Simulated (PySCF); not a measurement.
arsenic atom (As), quartet. Base run: HF/def2-TZVP run with PySCF.

PySCF was given this input:
```python
from pyscf import gto, scf

mol = gto.M(
    atom='''
As    0.000000    0.000000    0.000000
''',
    basis='def2-tzvp',
    charge=0,
    spin=3,
    verbose=5,
)

mf = scf.UHF(mol)
mf.kernel()
mf.analyze()
```

Variants of this job, named by their change:

```tsv
change	basis functions	E (Eh)	HOMO (eV)
base	48	-2234.19417	-10.04
basis = ANO-RCC-VDZP; relativity = spin-free X2C	27	-2259.03299	-10.03
basis = x2c-TZVPall; relativity = spin-free X2C	48	-2259.02322	-10.04
basis = ANO-RCC-VDZP; relativity = spin-free X2C; nucleus = Gaussian (with nucmod='G')	27	-2259.01738	-10.03
basis = x2c-TZVPall; relativity = none	48	-2222.70816	-10.09
basis = x2c-TZVPall; relativity = spin-free X2C; nucleus = Gaussian (with nucmod='G')	48	-2259.01013	-10.04
basis = cc-pVDZ-DK; relativity = none	27	-2219.99286	-10.03
basis = ANO-RCC-VDZP; relativity = none	27	-2218.41456	-10.14
basis = cc-pVDZ-DK; relativity = spin-free X2C	27	-2258.93038	-9.98
basis = cc-pVDZ-DK; relativity = spin-free X2C; nucleus = Gaussian (with nucmod='G')	27	-2258.91690	-9.98
```

Absolute energies of different levels of theory aren't comparable as measures of quality.

Open shells are given as the SCF converged; they aren't shown to be the lowest states, and a large step between rows can be another state.

Basis sets contracted for a relativistic Hamiltonian are a mismatch without it, so the rows without relativity aren't non-relativistic limits. No row has spin-orbit coupling; sets with core potentials leave out the core electrons.
